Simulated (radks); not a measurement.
The numbers below are computed, except where a source is named.
Problem. These are the eigenvalues of the occupied orbitals of an atom or ion with whole-number occupations (eV). Code: a radial shooting solver on a logarithmic mesh with Libxc functionals. Model: Dirac Kohn-Sham, PBEsol, spin-unpolarised, spherical densities, finite nucleus; Fermi nuclear charge, rms radius of each element as measured or else 0.836 A^(1/3) + 0.57 fm.

| orbital | eigenvalue |
|---|---|
| 1s1/2 | -5885.082 |
| 2s1/2 | -678.4610 |
| 2p1/2 | -578.1471 |
| 2p3/2 | -569.5162 |
| 3s1/2 | -85.6516 |
| 3p1/2 | -57.7816 |
| 3p3/2 | -56.7466 |
| 3d3/2 | -13.8850 |
| 3d5/2 | -13.7932 |
| 4s1/2 | -11.4055 |

Which element is it, and in what charge state? The configuration may be excited. Open shells, if any, are shared by 2j + 1.

Solution. Z = 24, chromium, charge +1: Cr+ in [Ar] 3d4 4s1. The list shows which subshells hold electrons but not how many an open one holds; the 1s level, -216.27 hartree, gives Z - s = 20.8 by -(Z - s)^2/2, which with screening and relativity narrows Z to a few neighbours, and the depths of the outer levels then fix element, charge and occupations together.
